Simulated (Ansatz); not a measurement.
The cluster Si4O, relaxed as a singlet with RKS PBE0-D4/def2-SVP in Ansatz, starting from the GFN2-xTB geometry. Force threshold 0.02 eV/Å.

The restricted singlet is unstable towards broken spin symmetry in Hartree–Fock (as tested in another run); at PBE0-D4/def2-SVP this wasn't settled. Another isomer (singlet) lies 1.13 eV lower at PBE0-D4/def2-TZVP; other spin states weren't run for this one.

Start:

```xyz
5

O    -2.880   -0.028   -2.081
Si    1.481    0.099    1.084
Si    0.013   -1.011   -0.157
Si   -1.653    0.006   -1.189
Si    3.039    0.935    2.343
```

```json
{"step": "1", "energy (eV)": "-33525.9697", "largest force component (eV/Å)": "1.652", "SCF passes": "19"}
{"step": "2", "energy (eV)": "-33526.2693", "largest force component (eV/Å)": "0.792", "SCF passes": "25"}
{"step": "3", "energy (eV)": "-33526.3990", "largest force component (eV/Å)": "0.517", "SCF passes": "30"}
{"step": "4", "energy (eV)": "-33526.4758", "largest force component (eV/Å)": "2.253", "SCF passes": "28"}
{"step": "5", "energy (eV)": "-33526.6093", "largest force component (eV/Å)": "2.119", "SCF passes": "27"}
{"step": "6", "energy (eV)": "-33526.7832", "largest force component (eV/Å)": "1.310", "SCF passes": "25"}
{"step": "7", "energy (eV)": "-33526.9388", "largest force component (eV/Å)": "0.323", "SCF passes": "25"}
{"step": "8", "energy (eV)": "-33526.9949", "largest force component (eV/Å)": "0.458", "SCF passes": "26"}
{"step": "9", "energy (eV)": "-33527.0697", "largest force component (eV/Å)": "0.508", "SCF passes": "25"}
{"step": "10", "energy (eV)": "-33527.1537", "largest force component (eV/Å)": "0.369", "SCF passes": "24"}
{"step": "11", "energy (eV)": "-33527.1737", "largest force component (eV/Å)": "0.532", "SCF passes": "30"}
{"step": "12", "energy (eV)": "-33527.2453", "largest force component (eV/Å)": "0.607", "SCF passes": "26"}
{"step": "13", "energy (eV)": "-33527.3400", "largest force component (eV/Å)": "0.535", "SCF passes": "26"}
{"step": "14", "energy (eV)": "-33527.4383", "largest force component (eV/Å)": "0.437", "SCF passes": "25"}
{"step": "15", "energy (eV)": "-33527.5484", "largest force component (eV/Å)": "0.394", "SCF passes": "25"}
{"step": "16", "energy (eV)": "-33527.6717", "largest force component (eV/Å)": "0.400", "SCF passes": "24"}
{"step": "17", "energy (eV)": "-33527.7260", "largest force component (eV/Å)": "0.381", "SCF passes": "25"}
{"step": "18 (rejected)", "energy (eV)": "-33527.6983", "largest force component (eV/Å)": "1.155", "SCF passes": "25"}
{"step": "19", "energy (eV)": "-33527.7347", "largest force component (eV/Å)": "0.055", "SCF passes": "25"}
{"step": "20", "energy (eV)": "-33527.7362", "largest force component (eV/Å)": "0.145", "SCF passes": "24"}
{"step": "21", "energy (eV)": "-33527.7371", "largest force component (eV/Å)": "0.047", "SCF passes": "20"}
{"step": "22", "energy (eV)": "-33527.7376", "largest force component (eV/Å)": "0.014", "SCF passes": "24"}
```

Force components are those of the run's own axes.

End:

```tsv
atom	x (Å)	y (Å)	z (Å)
O1	-1.7315	0.9783	-1.0872
Si2	1.2246	-0.6712	0.7783
Si3	-0.0284	-2.1344	-0.3776
Si4	-0.5601	0.2843	-0.3569
Si5	1.0953	1.5430	1.0434
```

Bonds formed: Si2–Si4, Si4–Si5 (atoms count from 1).

No frequencies were taken in this run, so the end may be a saddle point.

Run time 12 s (4 threads of Intel Xeon 6975P-C on a shared host).
